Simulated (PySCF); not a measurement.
## Electron correlation in Co+ (cobalt, charge +1)

[Ar] 3d8, high-spin 3F determinant. Calculation: PySCF 2.14, in def2-TZVPPD (6s6p4d2f1g, 67 functions); no relativity, point nucleus. Frozen: [Ne]; 16 electrons correlated.

```tsv
level	correlation energy (mhartree)
CCSD	-577.67
(T)	-13.35
CCSD(T)	-591.02
```

Diagnostics: T1 = 0.012, D1 = 0.0244, largest double amplitude 0.024.

Is a single reference adequate?

Yes: T1 lies below 0.03 and no double amplitude reaches 0.07.

This basis was not built for core-valence correlation, so the inner-shell part is incomplete.
